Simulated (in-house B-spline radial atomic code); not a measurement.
Results of a calculation; reference values are marked as such.
# Correlation energy from the adiabatic connection: −V exp(−r²/w²), V = 5.52, w = 5.01

Two electrons in a singlet, external potential −V exp(−r²/w²), V = 5.52, w = 5.01 (atomic units). Full CI in B-splines (partial waves to l = 8, correlation up to 0.6 % small) with the density held fixed gives W(λ) = <V_ee>_λ − U, and E_c is the integral of W(λ) − W(0) from 0 to 1.

```json
{"λ": "0", "W(λ) − W(0) (hartree)": "0.00000"}
{"λ": "0.02", "W(λ) − W(0) (hartree)": "-0.00198"}
{"λ": "0.05", "W(λ) − W(0) (hartree)": "-0.00489"}
{"λ": "0.12", "W(λ) − W(0) (hartree)": "-0.01141"}
{"λ": "0.25", "W(λ) − W(0) (hartree)": "-0.02259"}
{"λ": "0.4", "W(λ) − W(0) (hartree)": "-0.03413"}
{"λ": "0.6", "W(λ) − W(0) (hartree)": "-0.04761"}
{"λ": "0.8", "W(λ) − W(0) (hartree)": "-0.05926"}
{"λ": "1", "W(λ) − W(0) (hartree)": "-0.06941"}
```

(1) Integrate the table by the trapezoid rule.

(2) Now use only three numbers: W(0) = -0.57316, the initial slope W'(0) = -0.09986 (extrapolated from the first points) and the strong-coupling limit of the point-charge-plus-continuum model, W∞ = -0.78483. What do second-order theory and the interpolation W(λ) = W∞ + (W(0) − W∞)/√(1 + 2χλ) of Seidl, Perdew and Levy give?

## Answers

(1) The strips give -0.00002, -0.00010, -0.00057, -0.00221, -0.00425, -0.00817, -0.01069, -0.01287, which sum to -0.03889 hartree. The direct value, W(1) − W(0) + T_c with T_c = 0.03040, is -0.03900; the curve is convex, so chords lie above it and the trapezoids fall short in size by 0.30 %.

(2) Second order keeps the slope alone: E_c = W'(0)/2 = -0.04993, +28 % in size against -0.03900. Matching the slope fixes χ = W'(0)/(W∞ − W(0)) = -0.09986/(-0.21167) = 0.47177. Integrating, with s = √(1 + 2χ) = 1.394111, E_c = −(W(0) − W∞)(s − 1)/(s + 1) = −0.21167 × 0.394111/2.394111 = -0.03484 hartree, -10.7 % in size against the full result. At λ = 1 the formula gives W − W(0) = -0.05984 against -0.06941. Part of the miss can come from the model's W∞.
